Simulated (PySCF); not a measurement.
Cl₂MoO₂, charge -1, doublet, at a GFN2-xTB geometry of the parent state (such geometries of metal compounds can be far from the true shape) (a state made from the parent by changing its charge; the spin is typed, not shown lowest) (core potentials on Mo) (in this run its highest filled SCF level lies above zero, so its values depend strongly on the basis, on diffuse functions most of all); PySCF with PBE0/def2-SV(P).

Here is a job for PySCF.
```python
from pyscf import gto, scf, dft

mol = gto.Mole()
mol.atom = '''
    Mo    0.298668   -0.055206    0.098626
    O     1.452282   -0.587896   -0.930250
    O     0.741126    0.182461    1.654554
    Cl   -0.459639    1.801845   -0.663469
    Cl   -1.310439   -1.474660    0.078957
'''
mol.basis = 'def2-sv(p)'
mol.ecp = {'Mo': 'def2-sv(p)'}
mol.charge = -1
mol.spin = 1
mol.verbose = 4
mol.build()

mf = dft.UKS(mol)
mf.xc = 'pbe0'
mf.kernel()
mf.analyze()
```

The log (banner, timings and long lists left out):

```
PySCF version 2.14.0

[INPUT] verbose = 4
[INPUT] num. atoms = 5
[INPUT] num. electrons = 65
[INPUT] charge = -1
[INPUT] spin (= nelec alpha-beta = 2S) = 1
[INPUT] symmetry False subgroup None
[INPUT] Mole.unit = angstrom
[INPUT] Symbol           X                Y                Z      unit          X                Y                Z       unit  Magmom
[...]
nuclear repulsion = 339.863416089691
number of shells = 38
number of NR pGTOs = 170
number of NR cGTOs = 88
basis = def2-sv(p)
ecp = {'Mo': 'def2-sv(p)'}

******** <class 'pyscf.dft.uks.UKS'> ********
method = UKS
initial guess = minao
damping factor = 0
level_shift factor = 0
DIIS = <class 'pyscf.scf.diis.CDIIS'>
diis_start_cycle = 1
diis_space = 8
diis_damp = 0
SCF conv_tol = 1e-09
SCF conv_tol_grad = None
SCF max_cycles = 50
direct_scf = True
direct_scf_tol = 1e-13
number electrons alpha = 33  beta = 32
XC library pyscf.dft.libxc version 7.1.2
    S. Lehtola, C. Steigemann, M. J. T. Oliveira, and M. A. L. Marques,  SoftwareX 7, 1–5 (2018)
XC functionals = pbe0
    C. Adamo and V. Barone,  J. Chem. Phys. 110, 6158 (1999)
    M. Ernzerhof and G. E. Scuseria,  J. Chem. Phys. 110, 5029 (1999)
radial grids:
    Treutler-Ahlrichs [JCP 102, 346 (1995); DOI:10.1063/1.469408] (M4) radial grids

becke partition: Becke, JCP 88, 2547 (1988); DOI:10.1063/1.454033
pruning grids: <function nwchem_prune>
grids dens level: 3
symmetrized grids: False
atomic radii adjust function: <function treutler_atomic_radii_adjust>
small_rho_cutoff = 0
Set gradient conv threshold to 3.16228e-05
tot grids = 88368
init E= -1130.9521906125

cycle= 1 E= -1138.00802300923  delta_E= -7.06  |g|= 0.913  |ddm|= 2.51
cycle= 2 E= -1135.69409965894  delta_E= 2.31  |g|= 2.49  |ddm|= 2.85
cycle= 3 E= -1138.28667930016  delta_E= -2.59  |g|= 0.363  |ddm|=  2.4
cycle= 4 E= -1138.34122237879  delta_E= -0.0545  |g|= 0.149  |ddm|= 0.583
cycle= 5 E= -1138.35204465151  delta_E= -0.0108  |g|= 0.0515  |ddm|= 0.22
cycle= 6 E= -1138.3535022288  delta_E= -0.00146  |g|= 0.00599  |ddm|= 0.067
cycle= 7 E= -1138.35353416643  delta_E= -3.19e-05  |g|= 0.00142  |ddm|= 0.0149
cycle= 8 E= -1138.35353823864  delta_E= -4.07e-06  |g|= 0.000688  |ddm|= 0.00604
cycle= 9 E= -1138.35353941895  delta_E= -1.18e-06  |g|= 0.000245  |ddm|= 0.00348
cycle= 10 E= -1138.35353954377  delta_E= -1.25e-07  |g|= 0.000273  |ddm|= 0.00115
cycle= 11 E= -1138.35353957447  delta_E= -3.07e-08  |g|= 0.000159  |ddm|= 0.00033
cycle= 12 E= -1138.35353959019  delta_E= -1.57e-08  |g|= 3.85e-05  |ddm|= 0.000203
cycle= 13 E= -1138.35353959281  delta_E= -2.61e-09  |g|= 8.69e-06  |ddm|= 0.000164
cycle= 14 E= -1138.35353959294  delta_E= -1.33e-10  |g|= 4.24e-06  |ddm|= 4.56e-05
Extra cycle  E= -1138.35353959294  delta_E= 4.09e-12  |g|= 7.9e-06  |ddm|= 1.72e-05
converged SCF energy = -1138.35353959294  <S^2> = 0.75312464  2S+1 = 2.0031222
**** SCF Summaries ****
Total Energy =                       -1138.353539592936613
Nuclear Repulsion Energy =             339.863416089690816
One-electron Energy =                -2284.566658948254826
Two-electron Energy =                  806.349703265627454
Two-electron Coulomb Energy =          887.847942681179802
DFT Exchange-Correlation Energy =      -81.498239415552348
**** MO energy ****
                             alpha | beta                alpha | beta
[...]
spin_pop of  0 Mo 4s        0.00025
spin_pop of  0 Mo 5s        0.00306
spin_pop of  0 Mo 6s        0.00242
spin_pop of  0 Mo 7s        0.00022
spin_pop of  0 Mo 8s       -0.00034
spin_pop of  0 Mo 4px       0.00005
spin_pop of  0 Mo 4py       0.00934
spin_pop of  0 Mo 4pz       0.00003
spin_pop of  0 Mo 5px       0.00125
spin_pop of  0 Mo 5py       0.00338
spin_pop of  0 Mo 5pz       0.00140
spin_pop of  0 Mo 6px      -0.00001
spin_pop of  0 Mo 6py       0.00566
spin_pop of  0 Mo 6pz       0.00360
spin_pop of  0 Mo 4dxy      0.02531
spin_pop of  0 Mo 4dyz      0.01589
spin_pop of  0 Mo 4dz^2     0.10263
spin_pop of  0 Mo 4dxz      0.44653
spin_pop of  0 Mo 4dx2-y2    0.11764
spin_pop of  0 Mo 5dxy      0.00676
spin_pop of  0 Mo 5dyz      0.00347
spin_pop of  0 Mo 5dz^2     0.01317
spin_pop of  0 Mo 5dxz      0.08521
spin_pop of  0 Mo 5dx2-y2    0.00022
spin_pop of  1 O 1s        0.00000
spin_pop of  1 O 2s        0.00093
spin_pop of  1 O 3s        0.00011
spin_pop of  1 O 2px      -0.01041
spin_pop of  1 O 2py      -0.01789
spin_pop of  1 O 2pz       0.05348
spin_pop of  1 O 3px       0.00075
spin_pop of  1 O 3py       0.00119
spin_pop of  1 O 3pz       0.00010
spin_pop of  1 O 3dxy      0.00001
spin_pop of  1 O 3dyz      0.00008
spin_pop of  1 O 3dz^2     0.00001
spin_pop of  1 O 3dxz      0.00016
spin_pop of  1 O 3dx2-y2    0.00006
spin_pop of  2 O 1s       -0.00000
spin_pop of  2 O 2s        0.00006
spin_pop of  2 O 3s        0.00004
spin_pop of  2 O 2px       0.01015
spin_pop of  2 O 2py      -0.00989
spin_pop of  2 O 2pz       0.02120
spin_pop of  2 O 3px       0.00154
spin_pop of  2 O 3py       0.00060
spin_pop of  2 O 3pz       0.00032
spin_pop of  2 O 3dxy      0.00002
spin_pop of  2 O 3dyz      0.00002
spin_pop of  2 O 3dz^2    -0.00005
spin_pop of  2 O 3dxz      0.00010
spin_pop of  2 O 3dx2-y2    0.00021
spin_pop of  3 Cl 1s        0.00000
spin_pop of  3 Cl 2s       -0.00000
spin_pop of  3 Cl 3s        0.00035
spin_pop of  3 Cl 4s        0.00018
spin_pop of  3 Cl 2px       0.00000
spin_pop of  3 Cl 2py      -0.00000
spin_pop of  3 Cl 2pz       0.00000
spin_pop of  3 Cl 3px       0.04166
spin_pop of  3 Cl 3py      -0.00569
spin_pop of  3 Cl 3pz       0.00013
spin_pop of  3 Cl 4px       0.00194
spin_pop of  3 Cl 4py       0.00123
spin_pop of  3 Cl 4pz       0.00056
spin_pop of  3 Cl 3dxy      0.00381
spin_pop of  3 Cl 3dyz      0.00006
spin_pop of  3 Cl 3dz^2     0.00014
spin_pop of  3 Cl 3dxz      0.00111
spin_pop of  3 Cl 3dx2-y2    0.00265
spin_pop of  4 Cl 1s        0.00000
spin_pop of  4 Cl 2s        0.00000
spin_pop of  4 Cl 3s        0.00233
spin_pop of  4 Cl 4s        0.00100
spin_pop of  4 Cl 2px       0.00000
spin_pop of  4 Cl 2py      -0.00000
spin_pop of  4 Cl 2pz       0.00000
spin_pop of  4 Cl 3px       0.02920
spin_pop of  4 Cl 3py      -0.00073
spin_pop of  4 Cl 3pz       0.00341
spin_pop of  4 Cl 4px       0.00133
spin_pop of  4 Cl 4py       0.00437
spin_pop of  4 Cl 4pz       0.00131
spin_pop of  4 Cl 3dxy      0.00004
spin_pop of  4 Cl 3dyz      0.00067
spin_pop of  4 Cl 3dz^2     0.00004
spin_pop of  4 Cl 3dxz      0.00089
spin_pop of  4 Cl 3dx2-y2    0.00799
In total            33.00000 | 32.00000

WARN: System has nonzero charge -1; the dipole moment is origin-dependent.
Location of origin: [0. 0. 0.]

Dipole moment(X, Y, Z, Debye): -0.98657,  0.18238, -0.32578
```
